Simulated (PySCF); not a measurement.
Computed shifts of a molecule C4H12OSi, PBE0/pcSseg-1 (PySCF), GIAO, gas phase, atoms alike by connectivity averaged where their shifts nearly agree, in ppm (number of nuclei): ¹³C: 81.1 (1), 60.8 (1), 29.0 (1), 15.4 (1). ²⁹Si: -68.0 (1). ¹H: 4.18 (3), 3.73 (1), 3.50 (2), 3.29 (1), 1.97 (1), 1.50 (1), 1.33 (3). References: ¹³C against TMS (σ = 186.3 ppm); ¹⁷O against H2O (σ = 334.2 ppm); ²⁹Si against TMS (σ = 352.7 ppm); ¹H against TMS (σ = 31.56 ppm), references at their B3LYP-D3(BJ)/def2-TZVP geometries, non-relativistic. Coordinates come from a B3LYP-D3(BJ)/def2-SVP optimisation. Other conformers were not sampled.

Pick the molecule that these values belong to.
A. C[C@H](CO)C[SiH3]
B. CCCOC[SiH3]
C. CC[SiH2]COC
D. CC(C)C[SiH2]O

B, CCCOC[SiH3]
